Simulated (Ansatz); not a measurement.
Start from `FC([SiH3])B[SiH3]` and change one atom or group to get `FC([SiH3])Cl`.

Ansatz, PBE0-D4/def2-TZVP geometries, multiplicity 1. Each molecule was computed in one conformer, which needn't be the lowest.

```tsv
property	`FC([SiH3])B[SiH3]`
LUMO energy (PBE/def2-TZVPP) / eV	-2.77
LUMO energy (B3LYP/def2-TZVPP) / eV	-2.03
HOMO–LUMO gap (PBE/def2-TZVPP) / eV	4.17
HOMO energy (B3LYP/def2-TZVPP) / eV	-8.06
HOMO energy (PBE/def2-TZVPP) / eV	-6.94
HOMO–LUMO gap (PBE0/def2-TZVPP) / eV	6.39
```

Q: What does the change do to each property? (Best estimate.)

A: Computed: 
```
                            property  `FC([SiH3])Cl`  shift
   LUMO energy (PBE/def2-TZVPP) / eV           -1.02   1.75
 LUMO energy (B3LYP/def2-TZVPP) / eV           -0.32   1.71
 HOMO–LUMO gap (PBE/def2-TZVPP) / eV            5.93   1.76
 HOMO energy (B3LYP/def2-TZVPP) / eV           -8.12  -0.06
   HOMO energy (PBE/def2-TZVPP) / eV           -6.94   0.00
HOMO–LUMO gap (PBE0/def2-TZVPP) / eV            8.27   1.88
```

With PBE0 the HOMO falls by 0.08 eV and the LUMO rises by 1.81 eV, so the gap widens by about 1.89 eV. PBE moves the HOMO by 0.00 eV and ωB97M-V by -0.13 eV.

B3LYP here is the variant with VWN-RPA as its local correlation; programs differ in this.
